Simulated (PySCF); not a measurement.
Bonds: Si1-C2, Si1-C9, Si1-Cl16, Si1-Cl17, C2-C3, C9-C10. C2 carries H4, H5; C3 carries H6, H7, H8; C9 carries H11, H12; C10 carries H13, H14, H15.

Theory: shieldings: GIAO B3LYP/pcSseg-1, PBE0-D3(BJ)/def2-SVP structure, in PySCF 2.14.0 with density-fitted response routines (gas phase, non-relativistic, one conformer, equivalent nuclei averaged).

Scale: ¹³C, ¹H, ²⁹Si against TMS; ³⁵Cl against HCl (reference shieldings calculated alike).

| atoms | nucleus | count | δ (ppm) |
| --- | --- | --- | --- |
| C2/C9 | ¹³C | 2 | 17.2 |
| Cl16/Cl17 | ³⁵Cl | 2 | 34 |
| H4/H5/H11/H12 | ¹H | 4 | ? |
| Si1 | ²⁹Si | 1 | 57.5 |
| C3/C10 | ¹³C | 2 | 7.3 |
| H6/H7/H8/H13/H14/H15 | ¹H | 6 | ? |

**Question.** Complete the table.

**Answer.** 
- H6/H7/H8/H13/H14/H15: 1.20 ppm, hydrogen on a carbon bonded to C
- H4/H5/H11/H12: 0.66 ppm, hydrogen on a carbon bonded to C, Si

Shifts are as computed. Against solution values, carbons near 30 ppm lie about +2 ppm off and those near 130 ppm about +6 ppm. Of 1309 compounds with measured shifts, 239 miss one by over three times the rms of a fit or turn the order of signals round; such compounds aren't used in these exercises.
